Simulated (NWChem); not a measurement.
Species: N$_{2}$H$_{3}$, doublet; SMILES [NH]N

```xyz
5

N     -0.1176    -0.7494     0.0044
N     -0.0142     0.5829    -0.0624
H      0.8367    -1.1099    -0.0443
H      0.8330     1.0530     0.2288
H     -0.8652     1.0705     0.1677
```
Atoms are numbered in this order, from 1.

Level: PBE0-D3(BJ)/def2-TZVP, spin-unrestricted (NWChem), optimised geometry, unscaled harmonic frequencies. 

Q: List the harmonic frequencies with IR intensities, and the thermochemistry.

A: 
```tsv
frequency (cm⁻¹)	IR intensity (km/mol)
557	132.5
707	129.1
1146	22.8
1284	3.4
1486	22.6
1668	17.8
3452	5.0
3515	0.9
3658	20.1
```

The zero-point energy is 25.0 kcal/mol and the thermal correction to the enthalpy at 298.15 K (with zero-point energy) is 27.5 kcal/mol. The heat capacity Cv is 8.4 cal/(mol K) and the entropy at 298.15 K and 1 atm (symmetry number 1, electronic part: spin degeneracy alone) is 56.7 cal/(mol K). The dipole moment is 2.66 D.

Rigid rotor and harmonic oscillator.
